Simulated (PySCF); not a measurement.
Computed shifts of a molecule C3H5ClOSi, PBE0/pcSseg-1 run with PySCF, GIAO, gas phase, atoms alike by connectivity averaged where their shifts nearly agree, in ppm (number of nuclei): ²⁹Si: 33.1 (1). ¹³C: 160.0 (1), 110.4 (1), 21.3 (1). ¹H: 6.96 (1), 6.01 (1), 5.64 (1), 2.04 (1), 1.93 (1). References: ³⁵Cl against HCl (σ = 945.9 ppm); ²⁹Si against TMS (σ = 352.7 ppm); ¹³C against TMS (σ = 186.3 ppm); ¹⁷O against H2O (σ = 334.2 ppm); ¹H against TMS (σ = 31.56 ppm), references at their B3LYP-D3(BJ)/def2-TZVP geometries, non-relativistic (without spin–orbit terms, shifts of atoms bonded to Cl or Br come out too high). Geometry: B3LYP-D3(BJ)/def2-SVP. One conformer was computed; it need not be the lowest.

Q: Pick the molecule that these values belong to.
A. [SiH3]C1=C(Cl)OC1
B. C=C=C(Cl)[SiH2]O
C. Cl[Si@@H]1CC=CO1
D. C#C[Si@@H](Cl)OC

A: C, Cl[Si@@H]1CC=CO1
